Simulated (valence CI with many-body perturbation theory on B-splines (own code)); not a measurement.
# Mo⁺: calculated level list

Method: configuration interaction combined with many-body perturbation theory (CI+MBPT): five valence electrons over a frozen Dirac-Fock core [Kr], a basis of 7 s, 7 p, 8 d, 6 f, 4 g, 1 h functions for each j, with the one-electron correlation potential Σ1, the two-electron term Σ2, the three-electron term Σ3, Breit, model QED; selected CI, second order for the rest, scaled by the run's own slope (own B-spline code, finite nucleus).

Set against measurement, 9 paired levels are off by 462 cm⁻¹ on average, the worst by 775. These come from a selection out of the NIST Handbook of Basic Atomic Spectroscopic Data. Levels without a partner in it may be off by more, other configurations by 1,000 to 4,000 cm⁻¹. Among the levels kept, up to 1800 cm⁻¹ of a level comes from second order outside the variational space, and about a tenth of that is noise between levels of different J, which matters for small intervals. Only levels of the ground parity were solved; by the run's estimate the other parity begins above the list, which can be wrong where configurations are misplaced.

Levels 1 to 45 of 52, with energies above the lowest level, 4d⁵ ⁶S_5/2. "Leading %" is the weight of the configuration and term that name the level; weights of strongly mixed levels are sums over their largest components and can fall short. In the jj column 3d3/2^4 stands for four electrons in 3d with j = 3/2. Lifetimes count E1, E2, E3, M1 and M2 decay at the calculated energies, and are blank where another channel may lead or the interval is too uncertain; long ones can be off by a factor of two.

```
No.  Configuration  Term     J  E (cm⁻¹)  Leading %                 Leading jj  Lifetime
  1            4d⁵    ⁶S   5/2       0.0         97     4d3/2^2 4d5/2^3 (42 %)          
  2          4d⁴5s    ⁶D   1/2     11021         95  4d3/2^2 4d5/2^2 5s (42 %)    8.81 s
  3          4d⁴5s    ⁶D   3/2     11276         96    4d3/2^3 4d5/2 5s (45 %)    7.81 s
  4          4d⁴5s    ⁶D   5/2     11678         96  4d3/2^2 4d5/2^2 5s (62 %)    6.53 s
  5          4d⁴5s    ⁶D   7/2     12142         96  4d3/2^2 4d5/2^2 5s (45 %)    5.44 s
  6          4d⁴5s    ⁶D   9/2     12685         96    4d3/2 4d5/2^3 5s (42 %)    4.46 s
  7            4d⁵    ⁴G   5/2     15293         90     4d3/2^2 4d5/2^3 (35 %)     305 s
  8            4d⁵    ⁴G   7/2     15418         92     4d3/2^2 4d5/2^3 (37 %)    9210 s
  9            4d⁵    ⁴G   9/2     15514         92     4d3/2^2 4d5/2^3 (61 %)          
 10            4d⁵    ⁴G  11/2     15543         93     4d3/2^2 4d5/2^3 (47 %)          
 11            4d⁵    ⁴P   3/2     15900         42     4d3/2^3 4d5/2^2 (47 %)    3.36 s
 12            4d⁵    ⁴P   5/2     15953         44       4d3/2^4 4d5/2 (27 %)          
 13            4d⁵    ⁴P   1/2     16062         44     4d3/2^2 4d5/2^3 (43 %)          
 14            4d⁵    ⁴P   1/2     16843         35     4d3/2^2 4d5/2^3 (48 %)          
 15            4d⁵    ⁴D   7/2     17049         70     4d3/2^2 4d5/2^3 (42 %)          
 16            4d⁵    ⁴P   3/2     17261         39       4d3/2 4d5/2^4 (35 %)    3.37 s
 17            4d⁵    ⁴P   5/2     17478         37       4d3/2 4d5/2^4 (22 %)    2.39 s
 18            4d⁵    ²D   5/2     22896         45       4d3/2^4 4d5/2 (29 %)    1.67 s
 19            4d⁵    ²I  11/2     22973         92     4d3/2^2 4d5/2^3 (46 %)          
 20            4d⁵    ²D   3/2     23191         42     4d3/2^2 4d5/2^3 (36 %)    4.02 s
 21            4d⁵    ²I  13/2     23221         96     4d3/2^2 4d5/2^3 (96 %)    1190 s
 22            4d⁵    ⁴F   9/2     23905         53     4d3/2^2 4d5/2^3 (29 %)    3.17 s
 23            4d⁵    ⁴F   7/2     23910         55     4d3/2^3 4d5/2^2 (29 %)    3.96 s
 24            4d⁵    ⁴F   5/2     23993         49     4d3/2^2 4d5/2^3 (41 %)          
 25          4d⁴5s    ⁴D   1/2     24193         63     4d3/2^2 4d5/2^3 (23 %)    3.82 s
 26            4d⁵    ²D   3/2     24260         36       4d3/2 4d5/2^4 (34 %)          
 27          4d⁴5s    ⁴D   3/2     24445         65  4d3/2^2 4d5/2^2 5s (37 %)    4.28 s
 28          4d⁴5s    ⁴D   5/2     24762         61  4d3/2^2 4d5/2^2 5s (38 %)          
 29            4d⁵    ²F   7/2     24866         75     4d3/2^2 4d5/2^3 (35 %)    2.23 s
 30          4d⁴5s    ⁴D   7/2     25051         70    4d3/2 4d5/2^3 5s (29 %)    4.29 s
 31            4d⁵    ²F   5/2     25222         43       4d3/2 4d5/2^4 (23 %)          
 32          4d⁴5s    ⁴H   7/2     25433         88  4d3/2^2 4d5/2^2 5s (50 %)    10.4 s
 33          4d⁴5s    ⁴H   9/2     25667         88  4d3/2^2 4d5/2^2 5s (56 %)    10.4 s
 34          4d⁴5s    ⁴H  11/2     25973         93  4d3/2^2 4d5/2^2 5s (70 %)          
 35          4d⁴5s    ⁴H  13/2     26315         95    4d3/2 4d5/2^3 5s (48 %)    8.09 s
 36            4d⁵    ²G   9/2     26327         45     4d3/2^2 4d5/2^3 (42 %)          
 37            4d⁵    ²G   7/2     26477         66     4d3/2^2 4d5/2^3 (34 %)    12.4 s
 38          4d⁴5s    ⁴P   1/2     26701         72          4d3/2^4 5s (35 %)    694 ms
 39          4d⁴5s    ⁴P   3/2     27659         78  4d3/2^2 4d5/2^2 5s (29 %)    674 ms
 40            4d⁵    ²H  11/2     27705         76       4d3/2 4d5/2^4 (55 %)    1.76 s
 41            4d⁵    ²F   7/2     27793         62     4d3/2^3 4d5/2^2 (30 %)          
 42            4d⁵    ²H   9/2     27858         56     4d3/2^2 4d5/2^3 (40 %)          
 43            4d⁵    ²F   5/2     28303         55     4d3/2^2 4d5/2^3 (28 %)          
 44          4d⁴5s    ⁴G   5/2     28883         53  4d3/2^2 4d5/2^2 5s (44 %)          
 45          4d⁴5s    ⁴F   3/2     28958         58  4d3/2^2 4d5/2^2 5s (35 %)    920 ms
```

Names give the largest LS component (configuration and term), which can be under half, so a name can repeat, a term be missing and a line seem to break the LS rules; names also repeat where a configuration has a term twice.

Where two levels of one J and parity lie close, their mixing, g and order are uncertain.

The ionisation energy to 4d⁴ ⁵D0 of the next ion comes out as 15.756 eV (NIST: 16.16 ± 0.12 eV (semi-empirical), further off than twice its uncertainty). All 52 levels together are meant to be complete up to 30077 cm⁻¹.
